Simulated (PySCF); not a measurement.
Be(Br)(NH2) (BeBrH2N), SMILES [NH2][Be][Br].

Geometry: PBE0-D3(BJ)/def2-TZVP. The values are those of a single conformer.

Level of theory: PySCF with C-PCM-PBE0/def2-SVP.

The values are the electrostatic part of the solvation free energy, E(continuum) − E(gas) at the gas-phase geometry, in a cavity of scaled van der Waals radii (PySCF's table); cavitation and dispersion terms are not included. A continuum can't describe solvent molecules that bind to the metal. In vacuum the orbital gap is 7.53 eV. The dipole moment in vacuum is 2.40 D.

Question: Estimate the values in water (ε = 78.36), diethylether (ε = 4.24), N,N-dimethylformamide (ε = 37.22). (Estimate from the structure and the level; the computed values follow.)

Answer: 
| solvent | ε | ΔG(elec) (kcal/mol) | dipole (D) | gap (eV) |
|---|---|---|---|---|
| water | 78.36 | -5.3 | 3.03 | 7.58 |
| diethylether | 4.24 | -4.0 | 2.86 | 7.57 |
| N,N-dimethylformamide | 37.22 | -5.2 | 3.02 | 7.58 |
